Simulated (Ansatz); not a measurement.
Ansatz (a program for electronic structure) input (PBE0/def2-TZVP):

Ansatz 0.2 input:
```yaml
crystal:
  periodic: [false, false, false]
  atoms:
    - {symbol: Sn, position_ang: [-0.63583677, 0.47277619, -0.54053058]}
    - {symbol: O, position_ang: [-1.68753965, -1.20796526, -0.44194489]}
    - {symbol: Br, position_ang: [1.29406158, -0.39928822, 0.87320252]}
basis:
  gaussian:
    orbitals: def2-TZVP
hamiltonian:
  xc: {name: PBE0}
magnetization: {spin_polarized: true, initial_magnetization: 1}
relax: {f_tol: 0.003, max_steps: 100}
```

Output:

```
Functional definition: PBE0
integrals: 0.05 GiB planned
1025 factors; their error is unknown
mean field: 0.73 GiB planned
mean field evaluation 1: about -77901.0444 eV, gradient 5.4e1 eV
mean field evaluation 2: about -77703.6087 eV, gradient 1.4e2 eV
mean field evaluation 4: about -77913.7676 eV, gradient 1.4e1 eV
mean field evaluation 8: about -77915.0361 eV, gradient 2.5e0 eV
mean field evaluation 16: about -77915.6845 eV, gradient 3.1e-1 eV
mean field evaluation 32: about -77915.3597 eV, gradient 5.7e0 eV
mean field -77915.68472389 eV, -2863.3486004549 hartree, gradient 1.4e-5 eV, S^2 0.758777; 3 other end points of the search recorded, 0 dependent functions left out
the calculation of the forces begins
reference -77915.68474982 eV, -2863.3486014079 hartree; 33, 32 occupied and 96, 97 virtual orbitals, 1025 factors
relax step   1: F+E_penalty+E_count = -77915.68472389 eV  Δ(F+E_penalty+E_count) = +0.000e0 eV  max|allowed force component| = 2.347e-1 eV/Å  Δτ_max = 0.0000 Å  (97 SCF iters, accepted)
these checks for a lower state are left out or cut short: starts, cluster_reference, orbital_swaps, neighbouring_geometries, increment
integrals: 0.05 GiB planned
1025 factors; their error is unknown
mean field: 0.73 GiB planned
mean field -77915.68934072 eV, -2863.3487701205 hartree, gradient 2.3e-5 eV, S^2 0.758433; 0 other end points of the search recorded, 0 dependent functions left out
the calculation of the forces begins
reference -77915.68936654 eV, -2863.3487710693 hartree; 33, 32 occupied and 96, 97 virtual orbitals, 1025 factors
relax step   2: F+E_penalty+E_count = -77915.68934072 eV  Δ(F+E_penalty+E_count) = -4.617e-3 eV  max|allowed force component| = 1.088e-1 eV/Å  Δτ_max = 0.0380 Å  (60 SCF iters, accepted)
these checks for a lower state are left out or cut short: starts, cluster_reference, orbital_swaps, neighbouring_geometries, increment
integrals: 0.05 GiB planned
1025 factors; their error is unknown
mean field: 0.74 GiB planned
mean field -77915.69029571 eV, -2863.3488052155 hartree, gradient 2.5e-5 eV, S^2 0.758553; 0 other end points of the search recorded, 0 dependent functions left out
the calculation of the forces begins
reference -77915.69032156 eV, -2863.3488061656 hartree; 33, 32 occupied and 96, 97 virtual orbitals, 1025 factors
relax step   3: F+E_penalty+E_count = -77915.69029571 eV  Δ(F+E_penalty+E_count) = -9.550e-4 eV  max|allowed force component| = 1.319e-2 eV/Å  Δτ_max = 0.0100 Å  (58 SCF iters, accepted)
these checks for a lower state are left out or cut short: starts, cluster_reference, orbital_swaps, neighbouring_geometries, increment
integrals: 0.05 GiB planned
1025 factors; their error is unknown
mean field: 0.73 GiB planned
mean field evaluation 64: about -77915.1672 eV, gradient 2.4e-4 eV
mean field -77915.69030285 eV, -2863.3488054779 hartree, gradient 1.8e-5 eV, S^2 0.758553; 0 other end points of the search recorded, 0 dependent functions left out
the calculation of the forces begins
reference -77915.69032870 eV, -2863.3488064279 hartree; 33, 32 occupied and 96, 97 virtual orbitals, 1025 factors
relax step   4: F+E_penalty+E_count = -77915.69030285 eV  Δ(F+E_penalty+E_count) = -7.141e-6 eV  max|allowed force component| = 1.079e-3 eV/Å  Δτ_max = 0.0016 Å  (63 SCF iters, accepted)
integrals: 0.05 GiB planned
1025 factors; their error is unknown
mean field: 0.73 GiB planned
mean field evaluation 96: about -77915.1667 eV, gradient 1.5e-1 eV
mean field -77915.69030285 eV, -2863.3488054779 hartree, gradient 1.8e-5 eV, S^2 0.758553; 4 other end points of the search recorded, 0 dependent functions left out
the calculation of the forces begins
reference -77915.69032870 eV, -2863.3488064279 hartree; 33, 32 occupied and 96, 97 virtual orbitals, 1025 factors
Total energy: -77915.69032870 eV, -2863.3488064279 hartree
Atom 0 at    -0.630313     0.474614    -0.538231 Å, force     0.001079    -0.000321     0.000723 eV/Å
Atom 1 at    -1.666865    -1.205135    -0.431706 Å, force    -0.000963    -0.000378    -0.000377 eV/Å
Atom 2 at     1.267863    -0.403957     0.860664 Å, force    -0.000116     0.000699    -0.000346 eV/Å
Dipole moment:    -0.088911     0.584665    -0.284596 e Å
```

It need not be the lowest isomer of its formula.
